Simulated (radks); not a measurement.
Results of a calculation; reference values are marked as such.
Ionisation of the fluorine ion F+, [He] 2s2 2p4, to [He] 2s2 2p3 as the strength of local exchange is varied. Level of theory: non-relativistic Kohn-Sham, Slater X-alpha exchange (alpha = 2/3 is LDA exchange), no correlation, spin-polarised, spherical densities, point nucleus; open shells are filled with parallel spins first (a radial shooting solver on a logarithmic mesh with Libxc functionals).

[
 {"alpha": "0.559", "E(F+) (hartree)": "-96.49564", "exchange (hartree)": "-7.12749", "IE (eV)": "31.134", "-e of the level emptied (eV)": "22.453 (2p)", "<r> of it (bohr)": "1.044"},
 {"alpha": "0.589", "E(F+) (hartree)": "-96.87878", "exchange (hartree)": "-7.53455", "IE (eV)": "31.603", "-e of the level emptied (eV)": "22.922 (2p)", "<r> of it (bohr)": "1.038"},
 {"alpha": "0.667", "E(F+) (hartree)": "-97.88079", "exchange (hartree)": "-8.60452", "IE (eV)": "32.844", "-e of the level emptied (eV)": "24.165 (2p)", "<r> of it (bohr)": "1.023"},
 {"alpha": "0.769", "E(F+) (hartree)": "-99.20383", "exchange (hartree)": "-10.02898", "IE (eV)": "34.512", "-e of the level emptied (eV)": "25.847 (2p)", "<r> of it (bohr)": "1.005"},
 {"alpha": "0.816", "E(F+) (hartree)": "-99.81831", "exchange (hartree)": "-10.69497", "IE (eV)": "35.298", "-e of the level emptied (eV)": "26.643 (2p)", "<r> of it (bohr)": "0.9968"}
]

NIST Atomic Spectra Database: 34.971 eV (measured). The Delta-SCF value meets it near alpha = 0.80. Open shells are spherical and high-spin; term and fine-structure splittings are not resolved.
